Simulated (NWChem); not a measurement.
Atomisation of Cl$_{3}$Ge

```
Ge
Cl 1 2.1626
Cl 1 2.1626 2 108.47
Cl 1 2.1626 2 108.47 3 -117.62
```
Charge 0, spin multiplicity 2.

All runs are NWChem calculations. All single points use one geometry, from UPBE0/def2-SVP, a minimum by its harmonic frequencies.

Basis set: def2-TZVP. The atomisation energy is electronic alone: no zero-point, thermal, spin-orbit or counterpoise terms. No value is extrapolated to the basis-set limit. Free atoms are single determinants with multiplicities Cl 2, Ge 3. Correlated methods freeze the same cores in atoms and molecule, 24 orbitals in all.

| method | atomisation energy (kcal/mol) | relative cost |
|---|---|---|
| B3LYP | 231.1 | 1 |
| PBE | 250.4 | under 3 |
| PBE0 | 243.2 | under 3 |
| BP86 | 246.0 | under 3 |
| r2SCAN | 250.2 | under 3 |
| HF | 167.6 | under 3 |
| MP2 | 246.1 | 4 |
| CAM-B3LYP | 232.2 | 9 |

The values span 82.8 kcal/mol, from HF (lowest) to PBE (highest). Relative cost: rough, from shared machines, SCF included, B3LYP = 1. Costs are the molecule's.

The Hamiltonian is non-relativistic. B3LYP has NWChem's definition, with VWN1-RPA local correlation. GW and range-separated runs recompute their integrals, the others keep them in memory, which bears on the times. The structure started from a generated list of species. The unpaired electrons of the parent sit in orbitals of symmetry a' (Cs labels of the run); other states weren't searched. The stability of the SCF solutions was not checked. Open-shell Hartree-Fock references start from PBE0 orbitals; any time given for them includes that run.
